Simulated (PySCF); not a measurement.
C₃H₁₂BPSi.
Structure used (PBE0-D3(BJ)/def2-SVP), in Å, numbered top down from 1:
```xyz
18
C3H12BPSi angstrom
C     -2.493    0.544    0.031
C     -1.109   -0.083    0.199
C     -1.142   -1.587   -0.113
B     -0.055    0.558   -0.778
P      1.605    1.225   -0.205
Si     2.444   -0.389    1.111
H     -2.860    0.420   -1.001
H     -3.228    0.073    0.706
H     -2.485    1.623    0.251
H     -0.795    0.035    1.251
H     -1.881   -2.100    0.526
H     -0.167   -2.072    0.057
H     -1.427   -1.773   -1.161
H     -0.344    0.711   -1.946
H      2.437    1.126   -1.354
H      1.546   -0.501    2.298
H      2.542   -1.725    0.447
H      3.809    0.019    1.559
```

The closed-shell ground state was solved at several levels (PySCF, density fitting, gas phase, non-relativistic).

| level | basis functions | HOMO (eV) | LUMO (eV) | gap (eV) | dipole (D) |
| --- | --- | --- | --- | --- | --- |
| wB97X-D/def2-SVPD | 224 | -8.99 | 0.39 | 9.38 | 0.83 |
| PBE0/pcSseg-1 | 176 | -7.25 | -1.41 | 5.84 | 0.98 |
| B3LYP/6-31G* | 116 | -6.82 | -1.24 | 5.58 | 0.95 |

Task: What might B3LYP/def2-TZVP (270 basis functions) give for the same quantities?

Result: HOMO -7.01 eV, LUMO -1.59 eV, gap 5.42 eV, dipole 0.69 D.

Task: Over all these levels, which gives the widest orbital gap and which the narrowest?

Result: wB97X-D/def2-SVPD (range-separated hybrid) has the widest, 9.38 eV, and B3LYP/def2-TZVP (global hybrid, 20 % exact exchange) the narrowest, 5.42 eV. Functional and basis both differ between the two, so the spread mixes both effects.

Task: How far do the dipole and the HOMO energy spread over the levels?

Result: The dipole runs from 0.69 to 0.98 D (mean 0.86 D) and the HOMO from -8.99 to -6.82 eV.

One conformer stands for the species.
